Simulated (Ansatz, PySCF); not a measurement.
Input for Ansatz (an electronic-structure program):
Ansatz 0.2 input:
```yaml
crystal:
  periodic: [false, false, false]
  atoms:
    - {symbol: As, position_ang: [-0.00081235, -0.00009111, 0.04565690]}
    - {symbol: H, position_ang: [-0.80100351, -1.13200543, -0.51889760]}
    - {symbol: H, position_ang: [-0.56717943, 1.26907846, -0.50994607]}
    - {symbol: H, position_ang: [1.39499045, -0.13406654, -0.47783411]}
basis:
  gaussian:
    orbitals: def2-TZVP
hamiltonian:
  xc: b3lyp5
total_charge: 1
magnetization: {spin_polarized: true, initial_magnetization: 1}
accuracy: high
```

Question: Write the same job for PySCF.

Answer: Several could match; the one computed here: 
```python
from pyscf import gto, scf, dft

mol = gto.M(
    atom='''
As   -0.00081235   -0.00009111    0.04565690
H    -0.80100351   -1.13200543   -0.51889760
H    -0.56717943    1.26907846   -0.50994607
H     1.39499045   -0.13406654   -0.47783411
''',
    basis='def2-tzvp',
    charge=1,
    spin=1,
    verbose=4,
)

mf = dft.UKS(mol)
mf.xc = 'b3lyp5'
mf.grids.atom_grid = (99, 590)
mf.grids.prune = None
mf.kernel()
```

Both were run: Ansatz gave -2237.210693 Eh and PySCF -2237.210693 Eh, 0.000 mEh apart.
